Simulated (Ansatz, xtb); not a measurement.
AlFGeH2N2: where a starting geometry ends

The starting geometry of this gas-phase singlet was built from a drawn formula by distance geometry and a force field; its bonds are those of `[F][GeH]1[N]2[AlH][N]21`.

```xyz
7

Al   -0.3054   -2.7549    0.0287
F    -1.3822    1.4883   -1.1999
Ge   -1.6809   -0.1908   -0.6516
N    -0.1777   -1.2519   -0.9884
N    -0.2816   -0.9522    0.3340
H    -2.9927   -1.0073   -0.9402
H     0.2912   -4.2120    0.4286
```

Question: Predict what it relaxes into with r2SCAN-D4/def2-SVP.

Answer: A bond breaks, giving a structure given below by its coordinates. Contacts that open: N4–N5 (1.36 → 2.07 Å).

The energy falls by 2.11 eV over 11 steps:

```
step  E − E(last) (eV)
   1             2.110
   2             1.348
   3             1.077
   4             0.810
   5             0.331
   7             0.035
   8             0.006
   9             0.001
  10             0.000
  11             0.000
```

Final geometry (Å):

```yaml
atoms:
  - { symbol: Al, position_ang: [-0.0739, -2.6351, 0.0352] }
  - { symbol: F, position_ang: [-1.3341, 1.3059, -1.1045] }
  - { symbol: Ge, position_ang: [-1.5812, -0.3737, -0.7436] }
  - { symbol: N, position_ang: [-0.2781, -1.4970, -1.3476] }
  - { symbol: N, position_ang: [-0.5934, -1.0209, 0.6458] }
  - { symbol: H, position_ang: [-3.0777, -0.5968, -0.9270] }
  - { symbol: H, position_ang: [0.4090, -4.0630, 0.4529] }
```

From the same start GFN2-xTB ends elsewhere, differing in Ge3–N4 (3.01 against 1.82 Å here), Ge3–H6 (3.04 against 1.52 Å here), N4–N5 (1.57 against 2.07 Å here), N4–H6 (1.01 against 2.97 Å here).

No frequencies were run, so the end isn't proven a minimum. Run with Ansatz 0.2.0, 33 s on 2 threads of Intel(R) Xeon(R) Platinum 8375C CPU @ 2.90GHz (Ice Lake), with other jobs on the host.
